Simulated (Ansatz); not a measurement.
Abridged output of a molecular run in Ansatz:

```
Functional definition: HF
1276 factors; integrals over basis functions are off by at most 1.3e-3 eV
mean field evaluation 1: about -76607.4195 eV, gradient 2.7e1 eV
mean field evaluation 2: about -76607.5951 eV, gradient 2.7e1 eV
mean field evaluation 4: about -76609.7573 eV, gradient 3.4e0 eV
mean field evaluation 8: about -76609.8211 eV, gradient 2.2e-1 eV
mean field -76609.82135827 eV, -2815.3590069146 hartree, gradient 5.5e-6 eV, S^2 0.000000; 0 other end points of the search recorded, 0 dependent functions left out
16 core orbitals not correlated: weight in the atoms' cores, before any rotation towards them, 1.000 or more for the frozen orbitals, at most 0.000 for the correlated occupied ones
reference -76609.82135827 eV, -2815.3590069146 hartree; 17, 17 occupied and 175, 175 virtual orbitals, 1276 factors
second order -20.31657266 eV of doubles, -0.00000000 eV of singles
cycle   1  -20.64275496 eV  change   -3.3e-1 eV  update   1.1e-1
cycle   2  -21.19557059 eV  change   -5.5e-1 eV  update   3.3e-2
cycle   3  -21.31221494 eV  change   -1.2e-1 eV  update   1.9e-2
cycle   4  -21.29511757 eV  change    1.7e-2 eV  update   5.2e-3
cycle   5  -21.29244965 eV  change    2.7e-3 eV  update   2.3e-3
cycle   6  -21.29322082 eV  change   -7.7e-4 eV  update   8.5e-4
cycle   7  -21.29263170 eV  change    5.9e-4 eV  update   3.0e-4
cycle   8  -21.29264979 eV  change   -1.8e-5 eV  update   1.3e-4
cycle   9  -21.29273532 eV  change   -8.6e-5 eV  update   4.7e-5
cycle  10  -21.29272218 eV  change    1.3e-5 eV  update   1.6e-5
perturbative correction -0.75850603 eV, -0.0278745826 hartree
Total energy: -76631.87258649 eV, -2816.1693746045 hartree
```

Its atoms:

```xyz
8

F    -0.3456    1.3087    1.3839
B    -0.2472    0.6614    0.2306
Si    0.5379   -1.2079    0.1462
Se   -0.8619    1.5135   -1.3977
H     0.5334   -1.7091   -1.2537
H     1.9382   -1.1961    0.6511
H    -0.2592   -2.1352    0.9950
H    -1.2957    2.7646   -0.7554
```

(1) Which basis set was used?
A. cc-pV(Q+d)Z
B. def2-QZVPP
C. def2-TZVPP
D. def2-TZVPPD

(2) Write the keys of the input that set method, charge and spin (a neutral closed shell needs none for the last two).

Answers

(1) C. It gives 208 functions.

(2) 
```yaml
correlation: {method: ccsd_t}
```
